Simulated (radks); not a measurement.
Q: All-electron atom: Ho3+ in [Xe] 4f8.5 6p1.5 (fractional occupations, a model configuration). All-electron calculation, Dirac Kohn-Sham, PBEsol, spin-unpolarised, spherical densities, finite nucleus; open shells are shared between the two j in proportion to 2j + 1; Fermi nuclear charge, rms radius 5.2022 fm. Program: a radial shooting solver on a logarithmic mesh with Libxc functionals.

Spin-orbit splittings of the eigenvalues, e(l+1/2) - e(l-1/2), with zeta = 2 splitting/(2l+1) and mean radii in bohr:

| shell | occ. | splitting (eV) | zeta (eV) | <r> j=l-1/2 | <r> j=l+1/2 |
|---|---|---|---|---|---|
| 2p | 6 | 856.2 | 570.8 | 0.07292 | 0.08009 |
| 3p | 6 | 178.8 | 119.2 | 0.2192 | 0.2328 |
| 3d | 10 | 39.05 | 15.62 | 0.2055 | 0.2097 |
| 4p | 6 | 40.59 | 27.06 | 0.5264 | 0.5569 |
| 4d | 10 | 7.442 | 2.977 | 0.5843 | 0.5948 |
| 4f | 8.5 | 1.152 | 0.3292 | 0.7246 | 0.7332 |
| 5p | 6 | 6.275 | 4.183 | 1.331 | 1.412 |
| 6p | 1.5 | ? | ? | 3.210 | 3.352 |

Estimate the 6p splitting.

A: 1.090 eV (zeta = 0.7264 eV).
